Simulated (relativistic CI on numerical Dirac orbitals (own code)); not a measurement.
# Electric-dipole lines of La9+

These numbers are calculated, not measured: Dirac-Coulomb-Breit CI, orbitals from a KLI potential per configuration, model QED (radiative potential, 1s self-energy scaled to tabulated hydrogen-like ionisation energies), unscaled Slater integrals (own radial code, finite nucleus).

Configurations in the expansion (outside the closed core [Kr]): 4d10 5s2, 4d10 5s 5p, 4d10 5s 4f, 4d10 5s 5d, 4d10 5s 5f, 4d10 5p 5d, 4d10 4f 5d, 4d10 5s 5g, 4d9 5s2 4f, 4d10 5s 6s, 4d10 5p2, 4d9 4f 5p2, 4d10 4f2, 4d9 4f3, 4d10 4f 5p, 4d9 4f2 5p. Double excitations out of closed p, d and f shells are left out; levels of such configurations are missing from the list, as are those of other unlisted configurations, and high levels can miss mixing partners.

```csv
λ vac (Å),Lower,Upper,A (s⁻¹),gf,Branching (%)
91.113,4d10 5s2 1S_0 [1],4d9 5s2 4f 1P°_1 [107],3.52e+12,1.31e+01,99.6
174.70,4d10 5s 4f 3F°_2 [6],4d10 5s 5g 3G_3 [84],6.42e+10,2.06e+00,80.4
174.91,4d10 5s 4f 3F°_3 [7],4d10 5s 5g 3G_4 [83],6.50e+10,2.68e+00,81.3
175.26,4d10 5s 4f 3F°_4 [8],4d10 5s 5g 3G_5 [82],7.04e+10,3.57e+00,87.8
176.39,4d10 5s 4f 1F°_3 [9],4d10 5s 5g 1G_4 [85],6.93e+10,2.91e+00,85.7
356.97,4d10 5s 5p 1P°_1 [5],4d10 4f2 1D_2 [42],2.15e+10,2.05e+00,76.3
359.22,4d10 5s 5p 3P°_1 [3],4d10 5s 5d 3D_2 [28],2.28e+10,2.20e+00,57.4
385.56,4d10 5s 5p 1P°_1 [5],4d10 4f2 1D_2 [37],2.43e+10,2.71e+00,77.0
389.54,4d10 5s 5p 3P°_2 [4],4d10 5s 5d 3D_3 [29],2.87e+10,4.57e+00,77.2
390.69,4d10 5p2 1D_2 [11],4d10 5p 5d 3D°_3 [52],2.02e+10,3.24e+00,53.9
401.46,4d10 5s 5d 3D_2 [28],4d10 5s 5f 3F°_3 [79],3.46e+10,5.86e+00,66.9
403.27,4d10 5s 5d 3D_3 [29],4d10 5s 5f 3F°_4 [80],4.50e+10,9.87e+00,86.4
411.26,4d10 4f 5p 3G_4 [17],4d10 4f 5d 3H°_5 [64],1.43e+10,3.98e+00,62.4
413.04,4d10 5p2 3P_2 [13],4d10 5p 5d 1F°_3 [56],1.65e+10,2.96e+00,51.1
442.51,4d10 4f 5p 1G_4 [26],4d10 4f 5d 1H°_5 [76],1.82e+10,5.87e+00,71.1
447.43,4d10 4f 5p 3F_4 [19],4d10 4f 5d 3G°_5 [67],1.33e+10,4.40e+00,56.2
455.70,4d10 4f 5p 3G_5 [23],4d10 4f 5d 3H°_6 [68],1.92e+10,7.75e+00,95.9
508.26,4d10 5s 5p 3P°_2 [4],4d10 5p2 3P_2 [13],9.13e+09,1.77e+00,67.2
551.81,4d10 5s 4f 3F°_4 [8],4d10 4f 5p 3G_5 [23],6.95e+09,3.49e+00,100.0
559.35,4d10 5s2 1S_0 [1],4d10 5s 5p 1P°_1 [5],1.05e+10,1.48e+00,100.0
```

Terms are leading LS components. Brackets give the number of a level in order of energy, since labels repeat. The list gives strong lines, with weight on those to low levels, without lines whose two gauges differ by over a factor of 2.5, among the lowest 200 of 1395 levels, so that lines to higher ones, which can be the strongest, are missing. Levels whose partners in the same complex of configurations lie outside the list can be far off, and so can their lines. Rates are taken at the computed energies, electric ones in the length gauge.

At this charge transitions that keep the count of f electrons are usually good to a few per cent. Levels and lines within the n = 5 or 6 shells can be off by up to 10 % or somewhat more, and those that change n by about 2 %, since core polarisation is missing. Levels that differ in their count of f electrons can be misplaced by several ten thousand cm⁻¹, since the correlation energy of f electrons is missing or only estimated; rates across such gaps can be off by orders of magnitude.

(1) From the table, what is the radiative lifetime of 4d9 5s2 4f 1P°_1?

Results:

(1) The listed rates from this level add up to about 3.52e+12 s⁻¹, 100 % of its decay; with all channels τ = 2.83e-13 s.

LS names give the leading component of a level, which can be under half, so a name can repeat, a term be missing and a line seem to break the LS rules.
